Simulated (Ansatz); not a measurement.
`[OH][In]([F])[O][SiH3]` → `[OH][In]([OH])[F]` + `[SiH2]`  (silylene loss)

Calculated with Ansatz (gas phase, PBE0-D4/def2-TZVP geometries, no zero-point term in ΔE). CCSD(T)/CBS adds triple-zeta CCSD(T) − MP2 to the extrapolated MP2 energy (def2 sets, frozen cores). This one scheme is used for every species. DFT in def2-TZVPP. B3LYP here is the variant with VWN-RPA as its local correlation; programs differ in this. HSE06 is defined as in plane-wave codes. def2 core potentials past Kr. For In outer-core shells are correlated without core-valence functions, which leaves a few kJ/mol of doubt a bond. One conformer a species, not always the lowest.

`[OH][In]([F])[O][SiH3]`:

Cartesian coordinates in Å:
```
O 1.820 1.552 -2.102
In 1.006 0.778 -0.502
F 1.835 1.156 1.217
O -0.580 -0.350 -0.477
Si -1.458 -1.119 0.673
H 2.596 2.074 -1.876
H -0.625 -2.104 1.417
H -2.571 -1.834 -0.003
H -2.024 -0.152 1.654
```

`[OH][In]([OH])[F]`:

```xyz
6

O    -1.521   -0.663    0.429
In    0.203    0.240    0.145
O     1.451   -0.060   -1.335
F     0.694    1.557    1.482
H    -1.955   -0.347    1.227
H     1.128   -0.727   -1.947
```

`[SiH2]`:

Z-matrix (Å, degrees):
```
Si
H 1 1.525
H 1 1.525 2 91.2
```

Task: Is it downhill or uphill in electronic energy at CCSD(T)/CBS, and by how much? (An estimate is asked.)

Result: The calculation gave: Uphill: ΔE = +336.3 kJ/mol.

Task: What do these levels give: revPBE-D4, B3LYP-D4, r2SCANh-D4, CAM-B3LYP-D4, ωB97X-V, ωB97M-V, r2SCAN, PBE0, r2SCANh, HSE06, MP2/def2-SVP, SCS-MP2/def2-TZVPP? (An estimate is asked.)

Result: Computed: revPBE-D4 313.7, B3LYP-D4 329.3, r2SCANh-D4 353.5, CAM-B3LYP-D4 341.4, ωB97X-V 344.3, ωB97M-V 329.0, r2SCAN 349.9, PBE0 331.1, r2SCANh 351.7, HSE06 331.0, MP2/def2-SVP 343.0, SCS-MP2/def2-TZVPP 343.8 kJ/mol.

Task: What do rigid-rotor, harmonic-oscillator terms from PBE0-D4/def2-TZVP frequencies (298.15 K, 1 bar) make of the CCSD(T)/CBS value? (Estimate.)

Result: Ansatz gave: ΔZPE = -11.4 kJ/mol, ΔH = +328.6 kJ/mol, ΔS = 140 J/(mol·K), ΔG = +286.8 kJ/mol. Modes under 50 cm⁻¹ make the entropy rough.

Largest T1 diagnostic among the species: 0.017.

From r2SCAN to r2SCAN0 (25 % exact exchange), in def2-TZVPP and without D4, ΔE moves by +4.5 kJ/mol. The D4 term adds +10.1 kJ/mol with B3LYP and +5.5 kJ/mol with PBE0; it sums over pairs of atoms, weighted by their polarisabilities, and B3LYP, whose exchange is more repulsive, gets the larger term. Leaving LDA and LC-ωPBE aside and taking each functional with its dispersion term where it has one, the values, not all of them listed here, spread over 43.1 kJ/mol, from BLYP-D4 to r2SCAN0-D4. LDA lies +32.5 kJ/mol from PBE without D4.
